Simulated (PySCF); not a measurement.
# P⁺: excitation energy

P⁺ [Ne] 3s2 3p2 (3P) → P⁺ [Ne] 3s2 3p1 4s1 (3P), as a difference of total energies. Calculation: PySCF 2.14, in aug-cc-pV(D+d)Z (5s4p3d, 32 functions); no relativity, point nucleus. Correlated levels: valence: [Ne] frozen. The calculations carry no spin-orbit coupling.

```json
{"method": "UHF", "excitation energy (cm⁻¹)": "85160"}
{"method": "SCS-MP2 (valence)", "excitation energy (cm⁻¹)": "85531"}
{"method": "CCSD (valence)", "excitation energy (cm⁻¹)": "85892"}
{"method": "CCSDT (valence)", "excitation energy (cm⁻¹)": "85706"}
```

Task: Estimate what MP2 (valence) gives.

Result: 85753 cm⁻¹, closest to CCSDT (valence) among the rows shown.

Task: Estimate what CCSD(T) (valence) gives.

Result: 85756 cm⁻¹, closest to CCSDT (valence) among the rows shown.

Errors of the correlated levels include the incompleteness of this basis and the frozen core.

For comparison: 86624 cm⁻¹ (measured; NIST levels, between the centres of gravity of the two terms).
